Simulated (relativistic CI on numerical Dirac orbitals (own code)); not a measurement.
Method of calculation: Dirac-Coulomb-Breit CI, KLI orbitals optimised for each configuration, QED by a radiative potential, unscaled Slater integrals (own radial code, finite nucleus).

Configurations in the expansion (outside the closed core 1s2): 2s², 2s2p, 2p², 2p3s, 2p3p, 2s3s, 2s3p, 2s3d, 2s4s, 2s4p, 2s4d, 2s4f, 2s5s, 3s², 2s5p, 2s5d, 2s5f, 2s5g, 3s3p, 3p². Levels of other configurations are missing.

At this charge energies of transitions that change n are usually good to better than 1 %, and those within a shell (Δn = 0) to a few per cent.

Outline of the computed level scheme of Se XXXI. Lowest level of each configuration: 2s² ¹S0 at 0.00 eV; 2s2p ³P°0 at 58.72 eV; 2p² ³P0 at 166.62 eV; 2s3s ³S1 at 1979.59 eV; 2s3p ³P°0 at 2008.66 eV; 2s3d ³D1 at 2036.80 eV; 2p3s ³P°0 at 2054.30 eV; 2p3p ³D1 at 2073.08 eV; 2s4s ³S1 at 2660.37 eV.

Some strong electric-dipole decays among the lowest 36 levels: 2s3d ³D3 → 2s2p ³P°2 (7.0e+13 s⁻¹); 2s3d ³D2 → 2s2p ³P°1 (5.5e+13 s⁻¹); 2s3d ¹D2 → 2s2p ¹P°1 (5.4e+13 s⁻¹); 2s3d ³D1 → 2s2p ³P°0 (4.3e+13 s⁻¹); 2s3d ³D1 → 2s2p ³P°1 (3.0e+13 s⁻¹); 2s3p ¹P°1 → 2s² ¹S0 (2.6e+13 s⁻¹); 2p3p ¹S0 → 2s2p ¹P°1 (2.3e+13 s⁻¹); 2p3p ³P0 → 2s2p ³P°1 (2.3e+13 s⁻¹).

LS names give the leading component of a level, which can be under half, so a name can repeat, a term be missing and a line seem to break the LS rules.
